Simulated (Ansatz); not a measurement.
Input file for Ansatz (a program for electronic structure): R-CCSD(T)/def2-SVPD on stibine (SMILES [SbH3]). Elements past Kr take the def2 small-core potentials; no spin–orbit coupling. The run froze 9 orbitals, filled d shells among them.

Ansatz 0.2 input:
```yaml
crystal:
  periodic: [false, false, false]
  atoms:
    - {symbol: Sb, position_ang: [-0.45971215, -0.07318384, 3.87546945]}
    - {symbol: H, position_ang: [-0.05335610, 1.53165500, 3.43598522]}
    - {symbol: H, position_ang: [-1.09835438, 0.45712665, 5.37876195]}
    - {symbol: H, position_ang: [-1.99497948, 0.06113142, 3.12857475]}
basis:
  gaussian:
    orbitals: def2-SVPD
magnetization: {spin_polarized: false}
correlation: {method: ccsd_t, electrons: outside_noble_gas}
scf: {lower_state_search: off}
```

It printed:

```
WARN ansatz: RAYON_NUM_THREADS=1 ignored (pool sized by the plan → 1); use --threads N
Functional definition: HF
these checks for a lower state are left out or cut short: stability, starts, cluster_reference, orbital_swaps, neighbouring_geometries, increment
integrals: 0.03 GiB planned
652 factors; integrals over basis functions are off by at most 3.0e-4 eV
mean field: 0.09 GiB planned
mean field evaluation 1: about -6556.7316 eV, gradient 7.5e0 eV
mean field evaluation 2: about -6556.7348 eV, gradient 7.5e0 eV
mean field evaluation 4: about -6557.1057 eV, gradient 4.9e-1 eV
mean field evaluation 8: about -6557.1075 eV, gradient 3.3e-4 eV
mean field -6557.10754069 eV, -240.9692575531 hartree, gradient 2.8e-6 eV, S^2 0.000000; 0 other end points of the search recorded, 0 dependent functions left out
9 core orbitals not correlated
reference -6557.10754069 eV, -240.9692575531 hartree; 4, 4 occupied and 43, 43 virtual orbitals, 652 factors
second order -3.14204646 eV of doubles, -0.00000000 eV of singles
coupled cluster: 0.09 GiB planned
cycle   1  -3.69580927 eV  change   -5.5e-1 eV  update   6.2e-2
cycle   2  -3.91340084 eV  change   -2.2e-1 eV  update   2.3e-2
cycle   3  -3.92367257 eV  change   -1.0e-2 eV  update   6.3e-3
cycle   4  -3.92303879 eV  change    6.3e-4 eV  update   2.2e-3
cycle   5  -3.92280304 eV  change    2.4e-4 eV  update   6.3e-4
cycle   6  -3.92272236 eV  change    8.1e-5 eV  update   1.6e-4
cycle   7  -3.92275027 eV  change   -2.8e-5 eV  update   5.2e-5
cycle   8  -3.92275543 eV  change   -5.2e-6 eV  update   1.6e-5
cycle   9  -3.92275025 eV  change    5.2e-6 eV  update   3.1e-6
perturbative correction -0.09740123 eV, -0.0035794291 hartree
Total energy: -6561.12769216 eV, -241.1169953949 hartree
Checks for a lower state left out: stability, starts, cluster_reference, orbital_swaps, neighbouring_geometries, increment
```

The run converged.

Cost: around 0.8 core-seconds (rough).
